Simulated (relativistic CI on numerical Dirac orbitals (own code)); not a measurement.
Level scheme of Ag V

Method of calculation: Dirac-Coulomb-Breit CI, orbitals from a KLI potential per configuration, a model potential for QED, valence Slater integrals scaled by 0.85, P86 correlation energy added to each configuration (own radial code, finite nucleus).

Configuration list (outside the closed core [Ar] 3d10): 4s²4p⁶4d⁷, 4s²4p⁶4d⁶5s, 4s²4p⁶4d⁶4f, 4s²4p⁶4d⁶5p, 4s²4p⁵4d⁸, 4s²4p⁶4d⁶5d, 4s²4p⁶4d⁵5s², 4s²4p⁶4d⁶6s, 4s²4p⁶4d⁶6p, 4s²4p⁶4d⁵5s5p, 4s²4p⁶4d⁶6d, 4s²4p⁶4d⁶5g, 4s²4p⁴4d⁹, 4s4p⁶4d⁸. Levels of other configurations are missing.

The lowest level is 4s²4p⁶4d⁷ ⁴F9/2, with 96 % of that term; Hund's rules for 4s²4p⁶4d⁷ give ⁴F with J = 9/2, in agreement.

| No. | Configuration | Term | J | E (eV) | % | Lifetime (s) | jj configuration (%) |
| --- | --- | --- | --- | --- | --- | --- | --- |
| 1 | 4s²4p⁶4d⁷ | ⁴F | 9/2 | 0.0000 | 96 |  | 4d5/2^3 (66) |
| 2 | 4s²4p⁶4d⁷ | ⁴F | 7/2 | 0.4399 | 99 | 6.80e-01 | 4d3/2^3 4d5/2^4 (87) |
| 3 | 4s²4p⁶4d⁷ | ⁴F | 5/2 | 0.6870 | 96 | 2.29e+00 | 4d3/2^2 4d5/2^5 (57) |
| 4 | 4s²4p⁶4d⁷ | ⁴F | 3/2 | 0.8356 | 93 | 9.60e+00 | 4d3/2^3 4d5/2^4 (39) |
| 5 | 4s²4p⁶4d⁷ | ⁴P | 3/2 | 1.6863 | 57 | 1.44e+00 | 4d5/2^3 (65) |
| 6 | 4s²4p⁶4d⁷ | ⁴P | 5/2 | 1.8157 | 94 | 1.25e+00 | 4d3/2^3 4d5/2^4 (56) |
| 7 | 4s²4p⁶4d⁷ | ²G | 9/2 | 2.0558 | 84 | 1.51e-01 | 4d3/2^3 4d5/2^4 (53) |
| 8 | 4s²4p⁶4d⁷ | ⁴P | 1/2 | 2.0581 | 80 | 1.03e+00 | 4d3/2^3 4d5/2^4 (87) |
| 9 | 4s²4p⁶4d⁷ | ²G | 7/2 | 2.4625 | 97 | 2.60e-01 | 4d3/2^3 4d5/2^4 (55) |
| 10 | 4s²4p⁶4d⁷ | ⁴P | 3/2 | 2.5221 | 37 | 1.17e-01 | 4d3/2^2 4d5/2^5 (61) |
| 11 | 4s²4p⁶4d⁷ | ²D | 5/2 | 2.7726 | 91 | 6.77e-02 | 4d3/2^2 4d5/2^5 (42) |
| 12 | 4s²4p⁶4d⁷ | ²H | 11/2 | 2.8533 | 100 | 1.97e+00 | 4d3/2^3 4d5/2^4 (100) |
| 13 | 4s²4p⁶4d⁷ | ²P | 1/2 | 2.8666 | 80 | 2.33e-01 | 4d3/2^2 4d5/2^5 (87) |
| 14 | 4s²4p⁶4d⁷ | ²H | 9/2 | 3.2895 | 87 | 2.20e-01 | 4d3/2^2 4d5/2^5 (83) |
| 15 | 4s²4p⁶4d⁷ | ²D | 3/2 | 3.5132 | 66 | 5.86e-02 | 4d3/2 4d5/2^6 (71) |
| 16 | 4s²4p⁶4d⁷ | ²F | 5/2 | 4.2749 | 96 | 2.45e-01 | 4d3/2^3 4d5/2^4 (66) |
| 17 | 4s²4p⁶4d⁷ | ²F | 7/2 | 4.5090 | 98 | 1.45e-01 | 4d3/2^3 4d5/2^4 (57) |
| 18 | 4s²4p⁶4d⁷ | ²D | 3/2 | 6.4572 | 99 | 3.65e-02 | 4d3/2^3 4d5/2^4 (85) |
| 19 | 4s²4p⁶4d⁷ | ²D | 5/2 | 6.7289 | 96 | 2.75e-02 | 4d3/2^2 4d5/2^5 (74) |
| 20 | 4s²4p⁶4d⁶5s | ⁶D | 9/2 | 17.3024 | 97 | 7.81e-03 | 4d3/2^3 4d5/2^3 5s (47) |
| 21 | 4s²4p⁶4d⁶5s | ⁶D | 7/2 | 17.5779 | 98 | 7.00e-03 | 4d3/2^3 4d5/2^3 5s (57) |
| 22 | 4s²4p⁶4d⁶5s | ⁶D | 5/2 | 17.7434 | 97 | 5.84e-03 | 4d3/2^2 4d5/2^4 5s (52) |
| 23 | 4s²4p⁶4d⁶5s | ⁶D | 3/2 | 17.8573 | 97 | 5.34e-03 | 4d3/2^3 4d5/2^3 5s (41) |
| 24 | 4s²4p⁶4d⁶5s | ⁶D | 1/2 | 17.9245 | 97 | 5.46e-03 | 4d3/2^2 4d5/2^4 5s (47) |
| 25 | 4s²4p⁶4d⁶5s | ⁴D | 7/2 | 19.0558 | 94 | 3.34e-05 | 4d3/2^3 4d5/2^3 5s (45) |
| 26 | 4s²4p⁶4d⁶5s | ⁴D | 5/2 | 19.3522 | 93 | 3.38e-05 | 4d3/2^3 4d5/2^3 5s (55) |
| 27 | 4s²4p⁶4d⁶5s | ⁴D | 3/2 | 19.5176 | 93 | 3.33e-05 | 4d3/2^2 4d5/2^4 5s (42) |
| 28 | 4s²4p⁶4d⁶5s | ⁴D | 1/2 | 19.6207 | 95 | 3.33e-05 | 4d3/2^3 4d5/2^3 5s (40) |
| 29 | 4s²4p⁶4d⁶5s | ⁴H | 9/2 | 20.1567 | 47 | 1.18e-04 | 4d3/2^3 4d5/2^3 5s (45) |
| 30 | 4s²4p⁶4d⁶5s | ⁴H | 13/2 | 20.1749 | 96 | 1.17e-04 | 4d3/2^3 4d5/2^3 5s (77) |
| 31 | 4s²4p⁶4d⁶5s | ⁴H | 11/2 | 20.2090 | 81 | 1.22e-04 | 4d3/2^3 4d5/2^3 5s (82) |
| 32 | 4s²4p⁶4d⁶5s | ⁴H | 7/2 | 20.2377 | 61 | 1.15e-04 | 4d3/2^3 4d5/2^3 5s (49) |
| 33 | 4s²4p⁶4d⁶5s | ⁴P | 5/2 | 20.2909 | 88 | 1.02e-04 | 4d5/2^2 5s (39) |
| 34 | 4s²4p⁶4d⁶5s | ⁴F | 9/2 | 20.5328 | 49 | 1.08e-04 | 4d3/2^2 4d5/2^4 5s (60) |
| 35 | 4s²4p⁶4d⁶5s | ⁴F | 7/2 | 20.6452 | 62 | 1.19e-04 | 4d3/2^2 4d5/2^4 5s (55) |
| 36 | 4s²4p⁶4d⁶5s | ⁴F | 5/2 | 20.6636 | 75 | 1.18e-04 | 4d3/2^3 4d5/2^3 5s (59) |
| 37 | 4s²4p⁶4d⁶5s | ⁴F | 3/2 | 20.7435 | 82 | 1.14e-04 | 4d3/2^2 4d5/2^4 5s (35) |
| 38 | 4s²4p⁶4d⁶5s | ⁴P | 3/2 | 20.8066 | 60 | 8.39e-05 | 4d3/2^3 4d5/2^3 5s (41) |
| 39 | 4s²4p⁶4d⁶5s | ⁴G | 11/2 | 20.8243 | 66 | 8.47e-05 | 4d3/2^3 4d5/2^3 5s (64) |
| 40 | 4s²4p⁶4d⁶5s | ⁴G | 9/2 | 21.1420 | 73 | 1.02e-04 | 4d3/2^2 4d5/2^4 5s (46) |
| 41 | 4s²4p⁶4d⁶5s | ⁴G | 5/2 | 21.1661 | 69 | 9.41e-05 | 4d3/2^2 4d5/2^4 5s (50) |
| 42 | 4s²4p⁶4d⁶5s | ⁴P | 1/2 | 21.1944 | 79 | 9.77e-05 | 4d3/2^3 4d5/2^3 5s (47) |
| 43 | 4s²4p⁶4d⁶5s | ⁴G | 7/2 | 21.2289 | 64 | 1.00e-04 | 4d3/2^2 4d5/2^4 5s (55) |
| 44 | 4s²4p⁶4d⁶5s | ²H | 9/2 | 21.3151 | 72 | 4.52e-05 | 4d3/2^3 4d5/2^3 5s (55) |
| 45 | 4s²4p⁶4d⁶5s | ²H | 11/2 | 21.3233 | 69 | 5.12e-05 | 4d3/2^2 4d5/2^4 5s (56) |

Energies count from the lowest computed level; lifetimes are radiative, by E1, M1, E2 decay to levels of this space only. Filled j subshells are mostly left out of the jj labels.

The mean weight of the leading LS term, summed over parents, in these 45 levels is 82 %, and that of the leading jj configuration (from the same eigenvectors) 58 %, so LS coupling describes them better.

At this charge configurations can still be misplaced by up to about 7 % of their energy. 46 of the 69 excited levels that our extract of the measured tables holds in this range could be paired (the sources list more); they are missed by 4645 cm⁻¹ on average and 7781 at most, and levels without a partner can miss by more. Some levels of the ground configuration have no partner and can miss by 10 % or more.

Landé's interval rule says that E(J) − E(J−1) = AJ with one A. For the ground term the intervals give A = -479.1, -569.5, -788.5 cm⁻¹ for J = 5/2, 7/2, 9/2; the multiplet is inverted.

LS names give the leading component of a level, which can be under half, so a name can repeat, a term be missing and a line seem to break the LS rules.
